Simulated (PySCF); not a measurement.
(2R)-1-silyloxypropan-2-ol (C3H10O2Si), SMILES C[C@@H](O)CO[SiH3]. Atoms are numbered in the order given.

```xyz
16

C     -2.2744     0.5646     0.3240
C     -1.5196    -0.4987    -0.4729
O     -1.2766    -0.0809    -1.8012
C     -0.1963    -0.8863     0.1848
O      0.6643     0.2432     0.1195
Si     2.2159     0.2832     0.7386
H     -3.1831     0.8614    -0.2195
H     -2.5643     0.1919     1.3199
H     -1.6422     1.4558     0.4617
H     -2.1378    -1.4107    -0.5423
H     -0.5642     0.5740    -1.7418
H      0.2500    -1.7339    -0.3672
H     -0.3569    -1.1994     1.2340
H      2.1994     0.0360     2.2118
H      3.0715    -0.7568     0.0925
H      2.7448     1.6400     0.4484
```

The structure is a stationary point at B3LYP-D3(BJ)/def2-SVP. Other conformers were not sampled.

All values below come from PBE/pcSseg-1 in PySCF.

GIAO shieldings, no solvent; atoms listed in one row are averaged. δ = σ(ref) − σ: ¹³C against TMS (σ = 182.0 ppm); ¹⁷O against H2O (σ = 334.3 ppm); ²⁹Si against TMS (σ = 335.4 ppm); ¹H against TMS (σ = 31.49 ppm), references at their B3LYP-D3(BJ)/def2-TZVP geometries, non-relativistic.

Computed chemical shifts:
| nucleus | atoms | count | δ (ppm) |
|---|---|---|---|
| ¹³C | C4 | 1 | 78.1 |
| ¹³C | C2 | 1 | 74.4 |
| ¹³C | C1 | 1 | 23.6 |
| ¹⁷O | O3 | 1 | 59.4 |
| ¹⁷O | O5 | 1 | 16.7 |
| ²⁹Si | Si6 | 1 | -27.6 |
| ¹H | H14, H15, H16 | 3 | 5.30 |
| ¹H | H12 | 1 | 4.16 |
| ¹H | H10 | 1 | 3.98 |
| ¹H | H13 | 1 | 3.86 |
| ¹H | H11 | 1 | 1.79 |
| ¹H | H7, H8, H9 | 3 | 1.52 |
